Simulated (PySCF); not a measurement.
Co: ionisation energy

Co [Ar] 3d7 4s2 (4F) → Co⁺ [Ar] 3d8 (3F), as a difference of total energies. All numbers are calculated (PySCF 2.14, the non-relativistic Hamiltonian (point nucleus), in pcseg-2 (6s4p3d2f1g, 56 functions)). Correlated levels: valence: [Ar] frozen. The calculations carry no spin-orbit coupling.

| method | ionisation energy (eV) |
| --- | --- |
| UHF | 7.913 |
| PBE | 7.271 |
| M06-2X | 7.801 |
| MP2 (valence) | 6.992 |
| SCS-MP2 (valence) | 7.061 |

Question: How much does correlation contribute at MP2 (valence)?

Answer: 6.992 − (7.913) = -0.921 eV, measured against UHF.

These non-relativistic numbers lack the scalar-relativistic shift.

Errors of the correlated levels include the incompleteness of this basis and the frozen core.

MP2 underrates the near-degeneracy of ns² with np² in the lower species.

For comparison: 7.869 eV (measured; NIST levels, between the centres of gravity of the two terms).
